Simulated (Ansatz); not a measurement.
Born–Oppenheimer molecular dynamics of C$_{3}$H$_{10}$BFSi (16 atoms, charge 0, multiplicity 1). It starts from a relaxed structure.

Computed with RKS PBE0/STO-3G (Ansatz).

* ensemble: NVE (velocity Verlet)
* time step: 0.5 fs
* steps asked: 200
* starting velocities drawn for: 1000 K
* seed: 871760

First frame:

```xyz
16
Properties=species:S:1:pos:R:3
B -1.492 -0.722 0.360
C -0.204 0.076 0.538
F -0.133 1.039 1.553
Si 0.637 -1.623 1.182
C 0.611 0.551 -0.711
C 0.004 1.841 -1.307
H -1.611 -1.395 -0.590
H -2.296 -0.751 1.210
H 1.378 -2.221 0.099
H 1.532 -1.200 2.234
H -0.273 -2.603 1.732
H 0.607 -0.247 -1.467
H 1.659 0.745 -0.429
H -0.042 2.628 -0.543
H 0.616 2.203 -2.143
H -1.014 1.655 -1.673
```

(1) What does the run give?

(2) What happens to the structure?

(3) How do temperature and energy run in time?

Results:

(1) All steps were run.

| Quantity | Value |
| --- | --- |
| steps done | 200 |
| time covered | 100 fs |
| mean temperature over the second half | 499 K |
| spread of the potential energy over the second half | 9.6 meV per atom |
| mean potential energy of the second half above the start | 57.2 meV per atom |

The conserved energy stayed within 0.96 meV per atom of its start (net change 0.4 meV per atom), so the integration is sound. Over the second half the temperature averaged 0.50 of the 1000 K drawn at the start: a run that starts near a minimum puts about half its kinetic energy into the potential. A run of 0.1 ps of so small a system gives no equilibrium averages. Limits of this set-up: minimal basis.

(2) The same pairs are bonded in the first frame and the last. Pairs count as bonded within 1.25 times the sum of covalent radii (0.12 Å more for H–H). Another seed would give other details.

(3) 
```json
{"time (fs)": "0", "T (K)": "1000", "potential energy less start (eV)": "0.000", "conserved less start (meV/atom)": "0.00"}
{"time (fs)": "5.5", "T (K)": "419", "potential energy less start (eV)": "1.058", "conserved less start (meV/atom)": "0.34"}
{"time (fs)": "11", "T (K)": "648", "potential energy less start (eV)": "0.645", "conserved less start (meV/atom)": "0.45"}
{"time (fs)": "16.5", "T (K)": "439", "potential energy less start (eV)": "1.025", "conserved less start (meV/atom)": "0.63"}
{"time (fs)": "22", "T (K)": "391", "potential energy less start (eV)": "1.112", "conserved less start (meV/atom)": "0.66"}
{"time (fs)": "27.5", "T (K)": "518", "potential energy less start (eV)": "0.884", "conserved less start (meV/atom)": "0.71"}
{"time (fs)": "33", "T (K)": "511", "potential energy less start (eV)": "0.891", "conserved less start (meV/atom)": "0.44"}
{"time (fs)": "38.5", "T (K)": "570", "potential energy less start (eV)": "0.782", "conserved less start (meV/atom)": "0.31"}
{"time (fs)": "44", "T (K)": "589", "potential energy less start (eV)": "0.750", "conserved less start (meV/atom)": "0.38"}
{"time (fs)": "49.5", "T (K)": "398", "potential energy less start (eV)": "1.100", "conserved less start (meV/atom)": "0.65"}
{"time (fs)": "55", "T (K)": "467", "potential energy less start (eV)": "0.974", "conserved less start (meV/atom)": "0.60"}
{"time (fs)": "60.5", "T (K)": "492", "potential energy less start (eV)": "0.932", "conserved less start (meV/atom)": "0.74"}
{"time (fs)": "66", "T (K)": "349", "potential energy less start (eV)": "1.190", "conserved less start (meV/atom)": "0.73"}
{"time (fs)": "71.5", "T (K)": "584", "potential energy less start (eV)": "0.761", "conserved less start (meV/atom)": "0.47"}
{"time (fs)": "77", "T (K)": "437", "potential energy less start (eV)": "1.027", "conserved less start (meV/atom)": "0.51"}
{"time (fs)": "82.5", "T (K)": "488", "potential energy less start (eV)": "0.936", "conserved less start (meV/atom)": "0.57"}
{"time (fs)": "88", "T (K)": "558", "potential energy less start (eV)": "0.809", "conserved less start (meV/atom)": "0.57"}
{"time (fs)": "93.5", "T (K)": "372", "potential energy less start (eV)": "1.148", "conserved less start (meV/atom)": "0.78"}
{"time (fs)": "99", "T (K)": "484", "potential energy less start (eV)": "0.946", "conserved less start (meV/atom)": "0.77"}
```

Time of the run: 13 min on 1 thread of Arm Neoverse V1, with other jobs on the host, peak memory 0.12 GiB.
